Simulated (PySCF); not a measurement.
C₂H₃O, doublet, at a GFN2-xTB geometry. Base run: M062X/6-31G (PySCF).

The PySCF input:
```python
from pyscf import gto, scf, dft, solvent

mol = gto.M(
    atom='''
O     1.100602    0.246238   -0.401638
C     0.040807    0.357824    0.205885
H    -0.136440    1.236323    0.851899
C    -1.013430   -0.577298    0.147867
H    -1.923061   -0.430955    0.701326
H    -0.909579   -1.458429   -0.462633
''',
    basis='6-31g',
    charge=0,
    spin=1,
    verbose=4,
)

mf = dft.UKS(mol)
mf.xc = 'm062x'
mf.kernel()
```

Variants of this job, named by their change:

```
change                                                ΔE vs base (kJ/mol)  dipole (D)
----------------------------------------------------  -------------------  ----------
base                                                                 0.00        3.20
model = IEF-PCM; solvent = methanol                                -23.13        4.06
model = ddCOSMO; solvent = methanol                                -18.45        3.93
model = IEF-PCM; solvent = methanol; r_probe = 0.5                 -11.12        3.67
model = IEF-PCM; solvent = methanol; vdw_scale = 1.0                -40.0        4.51
model = C-PCM; solvent = methanol                                  -23.40        4.07
model = COSMO; solvent = methanol                                  -22.96        4.06
model = IEF-PCM; solvent = 2-propanol                              -22.34        4.03
model = IEF-PCM; solvent = toluene                                 -11.19        3.61
model = SS(V)PE; solvent = methanol                                -22.81        4.05
model = IEF-PCM; solvent = acetonitrile                            -23.23        4.07
model = IEF-PCM; solvent = methanol; vdw_scale = 1.1                -30.1        4.26
```

The base is the gas phase, so ΔE is the electrostatic part of solvation at a fixed geometry, without cavity and dispersion terms.

Open shells are given as the SCF converged; they aren't shown to be the lowest states, and a large step between rows can be another state.
